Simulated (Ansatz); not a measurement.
Li₂Al₄ (the lowest singlet isomer of a short search). The state is a singlet with charge 0. Geometry r2SCAN-D4/def2-SVP, basis def2-TZVP, Ansatz.

```xyz
6

Li   -0.731   -0.982    2.815
Li   -0.611    1.914   -0.550
Al    1.096    0.014    1.069
Al   -0.389   -0.463   -2.186
Al   -1.163   -0.975    0.143
Al    1.798    0.493   -1.290
```

```csv
run,HOMO (eV),LUMO (eV)
A,-4.08,-2.41
B,-4.14,-2.13
C,-5.10,-1.15
D,-3.81,-2.50
E,-3.85,-2.61
F,-6.14,-0.54
```

LC-ωPBE has ω = 0.4 bohr⁻¹. B3LYP takes the VWN-RPA correlation. The structure comes from a short search, and lower isomers may exist.

Question: The runs used B3LYP, B97M-V, CAM-B3LYP, LC-ωPBE, r2SCAN, r2SCANh. Estimate which is which.

Answer: A r2SCANh (10 % exact exchange); B B3LYP (20 % exact exchange); C CAM-B3LYP (range-separated); D B97M-V (0 % exact exchange); E r2SCAN (0 % exact exchange); F LC-ωPBE (range-separated). Exact exchange lowers occupied and raises empty levels; among semilocal functionals meta-GGAs tend to open the gap a little, and such runs are hard to tell apart. The gap grows from 1.24 eV (r2SCAN) to 5.60 eV (LC-ωPBE). The restricted singlet is unstable towards broken spin symmetry in Hartree–Fock (as tested in another run); at r2SCANh-D4/def2-TZVP, B3LYP-D4/def2-TZVP, CAM-B3LYP-D4/def2-TZVP, B97M-V/def2-TZVP and others this wasn't settled.
